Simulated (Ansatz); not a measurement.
Pb₄S₃. Charge 0, multiplicity 1. Geometry r2SCAN-D4/def2-SVP.

```csv
atom,x (Å),y (Å),z (Å)
Pb1,-0.318,1.916,1.681
Pb2,0.306,-1.691,0.995
Pb3,1.345,-0.643,-2.424
Pb4,-0.727,1.355,-1.501
S5,-1.018,-1.356,-1.356
S6,-1.171,-0.275,2.607
S7,1.584,0.695,-0.001
```

In the def2 sets Pb takes a core potential; there is no spin–orbit coupling. B3LYP takes the VWN-RPA correlation. HSE06 is defined as in plane-wave codes, on full-range PBE exchange. The restricted singlet is unstable towards broken spin symmetry in Hartree–Fock (as tested in another run); at PBE-D4/def2-TZVP, r2SCAN-D4/def2-TZVP, B3LYP-D4/def2-TZVP, PBE0-D4/def2-TZVP and others this wasn't settled. Another isomer (singlet) lies 1.12 eV lower at PBE0-D4/def2-TZVP; other spin states weren't run for this one.

Problem. Estimate the orbital energies around the gap (eV) in Ansatz with PBE-D4/def2-TZVP, r2SCAN-D4/def2-TZVP, B3LYP-D4/def2-TZVP, PBE0-D4/def2-TZVP, HSE06-D4/def2-TZVP.

Solution. 
```json
{"orbital": "HOMO−5", "PBE-D4/def2-TZVP": "-6.37", "r2SCAN-D4/def2-TZVP": "-6.63", "B3LYP-D4/def2-TZVP": "-7.08", "PBE0-D4/def2-TZVP": "-7.29", "HSE06-D4/def2-TZVP": "-6.92"}
{"orbital": "HOMO−4", "PBE-D4/def2-TZVP": "-6.03", "r2SCAN-D4/def2-TZVP": "-6.28", "B3LYP-D4/def2-TZVP": "-6.79", "PBE0-D4/def2-TZVP": "-7.02", "HSE06-D4/def2-TZVP": "-6.64"}
{"orbital": "HOMO−3", "PBE-D4/def2-TZVP": "-5.81", "r2SCAN-D4/def2-TZVP": "-6.06", "B3LYP-D4/def2-TZVP": "-6.56", "PBE0-D4/def2-TZVP": "-6.79", "HSE06-D4/def2-TZVP": "-6.42"}
{"orbital": "HOMO−2", "PBE-D4/def2-TZVP": "-5.65", "r2SCAN-D4/def2-TZVP": "-5.89", "B3LYP-D4/def2-TZVP": "-6.38", "PBE0-D4/def2-TZVP": "-6.61", "HSE06-D4/def2-TZVP": "-6.23"}
{"orbital": "HOMO−1", "PBE-D4/def2-TZVP": "-5.41", "r2SCAN-D4/def2-TZVP": "-5.64", "B3LYP-D4/def2-TZVP": "-6.12", "PBE0-D4/def2-TZVP": "-6.31", "HSE06-D4/def2-TZVP": "-5.94"}
{"orbital": "HOMO", "PBE-D4/def2-TZVP": "-4.52", "r2SCAN-D4/def2-TZVP": "-4.69", "B3LYP-D4/def2-TZVP": "-5.04", "PBE0-D4/def2-TZVP": "-5.18", "HSE06-D4/def2-TZVP": "-4.84"}
{"orbital": "LUMO", "PBE-D4/def2-TZVP": "-3.14", "r2SCAN-D4/def2-TZVP": "-3.13", "B3LYP-D4/def2-TZVP": "-2.80", "PBE0-D4/def2-TZVP": "-2.66", "HSE06-D4/def2-TZVP": "-2.99"}
{"orbital": "LUMO+1", "PBE-D4/def2-TZVP": "-2.81", "r2SCAN-D4/def2-TZVP": "-2.65", "B3LYP-D4/def2-TZVP": "-2.37", "PBE0-D4/def2-TZVP": "-2.18", "HSE06-D4/def2-TZVP": "-2.53"}
{"orbital": "LUMO+2", "PBE-D4/def2-TZVP": "-2.34", "r2SCAN-D4/def2-TZVP": "-2.19", "B3LYP-D4/def2-TZVP": "-1.91", "PBE0-D4/def2-TZVP": "-1.72", "HSE06-D4/def2-TZVP": "-2.07"}
{"orbital": "LUMO+3", "PBE-D4/def2-TZVP": "-1.73", "r2SCAN-D4/def2-TZVP": "-1.53", "B3LYP-D4/def2-TZVP": "-1.27", "PBE0-D4/def2-TZVP": "-1.06", "HSE06-D4/def2-TZVP": "-1.42"}
{"orbital": "LUMO+4", "PBE-D4/def2-TZVP": "-1.53", "r2SCAN-D4/def2-TZVP": "-1.32", "B3LYP-D4/def2-TZVP": "-1.09", "PBE0-D4/def2-TZVP": "-0.90", "HSE06-D4/def2-TZVP": "-1.25"}
{"orbital": "LUMO+5", "PBE-D4/def2-TZVP": "-1.43", "r2SCAN-D4/def2-TZVP": "-1.20", "B3LYP-D4/def2-TZVP": "-0.96", "PBE0-D4/def2-TZVP": "-0.74", "HSE06-D4/def2-TZVP": "-1.10"}
```
